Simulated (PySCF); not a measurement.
CoH₂: bending curve

Computed with PySCF, UPBE0, basis Co def2-TZVP, H def2-TZVP (no relativity, density fitting).

Rigid scan from the quartet minimum (Co–H 1.603 Å (×2); H–Co–H 180.0°). Coordinate: the H–Co–H angle, bonds fixed. Energies in kJ/mol from the minimum.

| bond angle (°) | E (kJ/mol) | dipole size (D) | ⟨S²⟩ |
| --- | --- | --- | --- |
| 80 | 94.9 | 3.76 | 3.76 |
| 90 | 68.7 | 3.57 | 3.76 |
| 100 | 46.3 | 3.30 | 3.76 |
| 110 | 28.3 | 2.99 | 3.76 |
| 120 | 14.9 | 2.64 | 3.76 |
| 130 | 6.1 | 2.28 | 3.76 |
| 140 | 1.8 | 1.91 | 3.76 |
| 150 | 1.7 | 1.51 | 3.76 |
| 160 | 4.3 | 1.06 | 3.76 |
| 170 | 1.9 | 0.45 | 3.76 |
| 180 | 0.1 | 0.00 | 3.76 |

Open d and f shells are described by one determinant, and the ground state may have another occupation or spin.

Other isomers or separated fragments may lie lower.
